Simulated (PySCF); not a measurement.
# Electronic structure of Mg⁺ (magnesium, charge +1) at the UHF level

Configuration: [Ne] 3d1, 2D determinant (an excited configuration). Calculation: PySCF 2.14, in aug-cc-pVQZ-DK; the spin-free X2C one-electron Hamiltonian (Gaussian nucleus).

- Total energy: -199.359387 hartree
- One-electron energy: -274.0090 hartree
- Hartree (Coulomb) energy: 90.4610 hartree
- Exchange energy: -15.8113 hartree
- ⟨S²⟩: 0.7500
- ⟨L²⟩: 6.000
- Sum of ⟨r⟩: 10.83 bohr
- Sum of ⟨r²⟩: 34.36 bohr²
- Traceless quadrupole moment −½Σ⟨3z² − r²⟩ along its main axis: 8.47 e·bohr²
- Langevin diamagnetic susceptibility: -27.2 ×10⁻⁶ cm³/mol

| shell | electrons | mean orbital energy (eV) | spread (eV) | rms radius, mean of both spins (bohr) |
| --- | --- | --- | --- | --- |
| 1s β | 1 | -1350.6 | 0 | 0.151 |
| 1s α | 1 | -1350.6 | 0 | 0.151 |
| 2s β | 1 | -116.20 | 0 | 0.754 |
| 2s α | 1 | -116.20 | 0 | 0.754 |
| 2p α | 3 | -75.642 | 0.043 | 0.767 |
| 2p β | 3 | -75.640 | 0.049 | 0.767 |
| 3d α | 1 | -6.091 | 0 | 5.44 |

The outer electron is Rydberg-like, and this basis confines it to a smaller radius and binds it less than a complete one would.

Spin-orbit constants ζ (cm⁻¹) from the X2C one-electron operator on these orbitals: bare nucleus, nucleus screened by l(l+1)(2l+1)/3 electrons, and screened by the Breit-Pauli mean field of the electrons.

```tsv
shell	bare	screened nucleus	mean field
2p	1754	1462	1330
3d	1.506	0.2509	0.1860
```

To first order the Landé constant is A = 0.1860 cm⁻¹, so the lowest level has J = 3/2 and lies 3.46e-05 eV below the centre of the term.
